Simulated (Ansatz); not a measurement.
```tsv
atom	x (Å)	y (Å)	z (Å)
Li	0.0000	0.0000	-0.3995
H	0.0000	0.0000	1.1984
```

Basis set: def2-TZVP (spherical functions). All electrons are correlated. Charge 0, multiplicity 1.

Computed with Ansatz (development build ahead of 0.2.0); each method stands on the lowest determinant of its kind that the runs found. Restricted open shells among the atoms or ions are ROHF, correlated in semicanonical orbitals with singles.

The atomization energy at this shape (free ground-state atoms in the same class of orbitals less the molecule, no zero-point energy) of singlet LiH:

| method | atomization energy |
| --- | --- |
| RHF-MP2 | 1.99 eV |

Problem. What does RHF give?

Solution. 1.43 eV.
